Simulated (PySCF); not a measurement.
KTe and its ions

r²SCAN; K x2c-SVPall, Te x2c-SVPall; spin-free X2C with a Gaussian nucleus (PySCF 2.14). Neutral (UKS): doublet (π ↑), Re = 3.181 Å, ωe = 170 cm⁻¹, De = 2.23 eV, HOMO -3.25 eV, LUMO -2.72 eV.

KTe⁺ (UKS): triplet (π ↑↑), Re = 3.673 Å, ωe = 86.5 cm⁻¹, De = 0.45 eV to K⁺ + Te. The energies at the minima are -7395.12893 hartree for KTe and -7394.90838 for KTe⁺.

**Question.** Work out the adiabatic ionisation energy, without and with harmonic zero-point energies (1 hartree = 27.2114 eV, 1 eV = 8065.5 cm⁻¹), and the change of the bond length.

**Answer.** At r²SCAN: 0.22055 hartree = 6.001 eV between the minima; the zero-point term (86.5 − 170.0)/2 cm⁻¹ = -0.005 eV makes it 5.996 eV. Re changes by +49.2 pm against the neutral. The electron leaves a π orbital, and the ion is left as a loose complex of an ion and an atom.

Weak bonds: KTe⁺. Basis-set superposition, not corrected here, can be much of De in a small basis, most of all at correlated wavefunction levels. These are scalar-relativistic numbers at best; spin–orbit coupling would shift them, the dissociation energy most. For an ion De counts to the pair picked by the measured ionisation energies or electron affinities, which need not be the lowest pair at this level. States were picked by a PBE0 search and need not be the measured ground states.
